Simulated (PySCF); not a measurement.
## A ladder for the electron affinity of Se

Se⁻ [Ar] 3d10 4s2 4p5 (2P) → Se [Ar] 3d10 4s2 4p4 (3P). Scalar values calculated with PySCF 2.14 in aug-cc-pwCVTZ-PP with ECP10MDF (ECP; valence and next inner shell: nothing frozen; valence: 3s2 3p6 3d10 frozen). The spin-orbit shift comes from two-component X2C-1e calculations (generalised Hartree-Fock, GHF, and MP2 on its spinors, GMP2) in x2c-TZVPall-2c with one added diffuse shell each of s, p, d type: GMP2 gives 1.834 eV without and 1.801 eV with screened spin-orbit coupling, a shift of -0.033 eV (GHF: -0.036 eV). Sums use unrounded values; where a UHF row is shifted, it takes the GHF shift.

```tsv
method	scalar (eV)
UHF	0.925
MP2 (valence and next inner shell)	1.882
SCS-MP2 (valence and next inner shell)	1.868
CCSD (valence and next inner shell)	1.825
CCSD(T) (valence and next inner shell)	1.910
LDA	2.330
PBE	2.081
PBE0	2.004
r2SCAN	2.051
wB97X-V	2.051
r2SCAN0	2.000
wB97X	2.074
HSE06	2.037
MP2 (valence)	1.854
SCS-MP2 (valence)	1.852
CCSD (valence)	1.828
CCSD(T) (valence)	1.902
```

(1) Form a composite estimate from CCSD(T) (valence and next inner shell) and the spin-orbit shift, and compare it with the reference, 2.021 eV (measured; photodetachment measurements, as compiled on the Wikipedia data page of electron affinities).

The errors of the correlated levels include the incompleteness of the basis and the frozen core, so a lower level can come closer by cancellation.

A first-order Landé estimate from the scalar orbitals gives -0.015 eV instead; single two-component determinants are not pure J levels in LS coupling, so the shift is uncertain by about that difference.

## Answers

(1) 1.910 + (-0.033) = 1.876 eV, an error of -0.144 eV.
